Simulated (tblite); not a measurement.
C5H6FS (doublet state).
Z-matrix (Å and degrees, GFN2-xTB geometry), rows numbered from 1:
```
C 
C   1  1.3373
C   2  1.4352  1  126.15
C   3  1.3681  2  121.68  1  -179.67
S   4  1.6874  3  125.66  2    -0.11
C   3  1.5027  2  118.53  1     0.20
F   6  1.3690  3  112.39  2   179.84
H   1  1.0764  2  122.87  3    -0.21
H   1  1.0758  2  120.87  3   179.82
H   2  1.0827  1  119.41  3  -179.92
H   4  1.0827  3  119.18  2   179.86
H   6  1.0972  3  110.80  2    60.69
H   6  1.0973  3  110.82  2   -60.98
```

Structure optimised with GFN2-xTB, isolated species. This method treats the open shell by occupation alone, without spin polarisation.

Take the most abundant isotopes and a rigid rotor. The values belong to one conformer with, in the numbering `[CH2:1]=[CH:2][C:3]([CH:4]=[S:5])[CH2:6][F:7]`, C1–C2–C3–C4 180°, C2–C3–C4–S5 0°, C2–C3–C6–F7 180°.

Problem. What are A, B and C (cm⁻¹)?

Solution. Ia = 199.79, Ib = 314.47, Ic = 511.02 u·Å²; 505379 MHz·u·Å²/I gives 2530, 1607 and 989.0 MHz, that is A = 0.08438, B = 0.05361, C = 0.03299 cm⁻¹.

Problem. What kind of rotor is it?

Solution. An asymmetric top; Ray's κ = -0.198.

Problem. What does the inertial defect say?

Solution. Not planar: Δ = Ic − Ia − Ib = -3.23 u·Å². For a rigid frame Δ = −2 Σ m c², so Σ m c² = 1.62 u·Å² lies off the ab plane, practically all of it from hydrogen. The atom farthest from that plane is 0.90 Å away.

Problem. Give the coordinates in the principal-axis frame, origin at the centre of mass.

Solution. The sense of each axis is arbitrary; atoms in the order of the calculation.
| atom | mass (u) | a (Å) | b (Å) | c (Å) |
| --- | --- | --- | --- | --- |
| C1 | 12.000 | 1.223 | -2.452 | 0.001 |
| C2 | 12.000 | 0.229 | -1.558 | -0.003 |
| C3 | 12.000 | 0.374 | -0.130 | -0.001 |
| C4 | 12.000 | -0.712 | 0.703 | 0.001 |
| S5 | 31.972 | -2.327 | 0.214 | 0.000 |
| C6 | 12.000 | 1.760 | 0.451 | 0.001 |
| F7 | 18.998 | 1.752 | 1.819 | -0.001 |
| H8 | 1.008 | 2.262 | -2.170 | 0.003 |
| H9 | 1.008 | 1.016 | -3.507 | 0.003 |
| H10 | 1.008 | -0.797 | -1.903 | -0.006 |
| H11 | 1.008 | -0.555 | 1.774 | 0.005 |
| H12 | 1.008 | 2.314 | 0.139 | -0.893 |
| H13 | 1.008 | 2.311 | 0.141 | 0.898 |

Problem. List the rotational levels J(Ka,Kc) to J = 3 (cm⁻¹).

Solution. Above 0(0,0):
J = 1: 1(0,1) 0.0866, 1(1,1) 0.1174, 1(1,0) 0.1380
J = 2: 2(0,2) 0.2524, 2(1,2) 0.2699, 2(1,1) 0.3318, 2(2,1) 0.4241, 2(2,0) 0.4315
J = 3: 3(0,3) 0.4872, 3(1,3) 0.4948, 3(1,2) 0.6167, 3(2,2) 0.6839, 3(2,1) 0.7163, 3(3,1) 0.8933, 3(3,0) 0.8951
Those of J = 1 are B + C, A + C and A + B.

For this open shell read J as N, the rotation without spin; fine and hyperfine splittings come on top. Its GFN2-xTB frequencies are all real (lowest 81 cm⁻¹). These are rigid-rotor constants of the computed structure; measured ground-state constants (B0) also hold zero-point vibration.
